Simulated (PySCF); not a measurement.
Compound: C7H15F.
Structure used (PBE0-D3(BJ)/def2-SVP), in Å, numbered top down from 1:
```
atom  x, y, z in Å
C1     1.7677    0.9433   -0.4018
C2     0.7718   -0.2072   -0.5145
C3     1.3859   -1.4563    0.0976
F4     2.5268   -1.8015   -0.5930
C5    -0.6505    0.1006    0.0360
C6    -1.6289   -0.9913   -0.4127
C7    -1.1440    1.4332   -0.5355
C8    -0.6624    0.1846    1.5661
H9     1.8668    1.2950    0.6381
H10    1.4849    1.8019   -1.0256
H11    2.7590    0.6028   -0.7332
H12    0.6459   -0.4360   -1.5892
H13    0.6966   -2.3147    0.0578
H14    1.6687   -1.2857    1.1508
H15   -1.6571   -1.0697   -1.5112
H16   -2.6486   -0.7588   -0.0676
H17   -1.3697   -1.9821   -0.0107
H18   -1.0952    1.4377   -1.6365
H19   -0.5547    2.2851   -0.1665
H20   -2.1923    1.6070   -0.2459
H21   -1.6632    0.4741    1.9232
H22   -0.4168   -0.7799    2.0369
H23    0.0497    0.9363    1.9405
```

The closed-shell ground state was solved at several levels (PySCF, density fitting, gas phase, non-relativistic).

| level | basis functions | total energy (Eh) | HOMO (eV) | LUMO (eV) | gap (eV) | dipole (D) |
| --- | --- | --- | --- | --- | --- | --- |
| KT2/pcSseg-1 | 211 | -381.6848 | -7.30 | 0.23 | 7.53 | 1.76 |
| B3LYP/def2-SVPD | 283 | -375.3774 | -8.54 | 0.27 | 8.81 | 1.94 |

Problem. What might PBE0/pcSseg-1 (211 basis functions) give for the same quantities?

Solution. Total energy -375.1431 Eh, HOMO -8.68 eV, LUMO 1.22 eV, gap 9.90 eV, dipole 1.89 D.

Problem. Over all these levels, which gives the widest orbital gap and which the narrowest?

Solution. PBE0/pcSseg-1 (global hybrid, 25 % exact exchange) has the widest, 9.90 eV, and KT2/pcSseg-1 (GGA) the narrowest, 7.53 eV. The two share the basis. From the narrowest to the widest the HOMO moves by -1.38 eV and the LUMO by +0.99 eV.

Problem. How far do the dipole and the HOMO energy spread over the levels?

Solution. The dipole runs from 1.76 to 1.94 D (mean 1.86 D) and the HOMO from -8.68 to -7.30 eV.

One conformer stands for the species.
